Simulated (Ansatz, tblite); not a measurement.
Removing an electron: Si₄⁻. Charge -1, multiplicity 2. Geometry: B3LYP-D4/def2-TZVPD. Ansatz, gas phase; energy differences of separate SCF runs; the oxidised species is a singlet (the triplet lies 0.89 eV higher at PBE0-D4/def2-TZVPD).

```xyz
4

Si   -1.3781   -0.7298    1.2492
Si    0.7468   -0.8520    0.3262
Si   -0.7470    0.8517   -0.3267
Si    1.3783    0.7301   -1.2487
```

The xTB rows come from tblite. Correlated methods freeze 20 core orbitals. The structure comes from a short search, and lower isomers may exist.

Estimate orbital energies and vertical ionisation energies at: GFN1-xTB; GFN2-xTB; PBE-D4/def2-TZVPD; r2SCAN-D4/def2-TZVPD; PBE0-D4/def2-TZVPD; MP2/def2-TZVPPD; CCSD/def2-TZVPPD; CCSD(T)/def2-TZVPPD.


```json
{"level": "GFN1-xTB", "−HOMO (eV)": "–", "vertical IE (eV)": "10.39", "−LUMO (eV)": "–", "HOMO–LUMO gap (eV)": "–", "remarks": "–"}
{"level": "GFN2-xTB", "−HOMO (eV)": "–", "vertical IE (eV)": "2.47", "−LUMO (eV)": "–", "HOMO–LUMO gap (eV)": "–", "remarks": "–"}
{"level": "PBE-D4/def2-TZVPD", "−HOMO (eV)": "-0.09", "vertical IE (eV)": "2.18", "−LUMO (eV)": "-0.90", "HOMO–LUMO gap (eV)": "0.82", "remarks": "HOMO above zero (-1 doublet), restricted SCF unstable in HF (singlet)"}
{"level": "r2SCAN-D4/def2-TZVPD", "−HOMO (eV)": "0.20", "vertical IE (eV)": "2.36", "−LUMO (eV)": "-1.16", "HOMO–LUMO gap (eV)": "1.36", "remarks": "restricted SCF unstable in HF (singlet)"}
{"level": "PBE0-D4/def2-TZVPD", "−HOMO (eV)": "0.67", "vertical IE (eV)": "2.24", "−LUMO (eV)": "-1.63", "HOMO–LUMO gap (eV)": "2.30", "remarks": "restricted SCF unstable in HF (singlet)"}
{"level": "MP2/def2-TZVPPD", "−HOMO (eV)": "–", "vertical IE (eV)": "1.90", "−LUMO (eV)": "–", "HOMO–LUMO gap (eV)": "–", "remarks": "restricted SCF unstable (singlet), spin-contaminated (⟨S²⟩ 0.89) (-1 doublet)"}
{"level": "CCSD/def2-TZVPPD", "−HOMO (eV)": "–", "vertical IE (eV)": "2.03", "−LUMO (eV)": "–", "HOMO–LUMO gap (eV)": "–", "remarks": "restricted SCF unstable (singlet), spin-contaminated (⟨S²⟩ 0.89) (-1 doublet)"}
{"level": "CCSD(T)/def2-TZVPPD", "−HOMO (eV)": "–", "vertical IE (eV)": "2.06", "−LUMO (eV)": "–", "HOMO–LUMO gap (eV)": "–", "remarks": "restricted SCF unstable (singlet), spin-contaminated (⟨S²⟩ 0.89) (-1 doublet)"}
```

Run but left out: HF/def2-TZVPPD (neutral singlet: restricted singlet, unstable towards broken spin symmetry).  A HOMO above zero means that the electron is unbound at that level or that self-interaction error raises the level; the energy of removing that electron tells which. HOMO and LUMO are the levels of the spin that leaves or enters (xTB has no such levels and no spin-polarisation term). Other spin states of the ions may lie lower, which would lower the ionisation energy or raise the affinity. Raw xTB energy differences between charge states are shifted by several eV; the methods need an empirical correction for them.
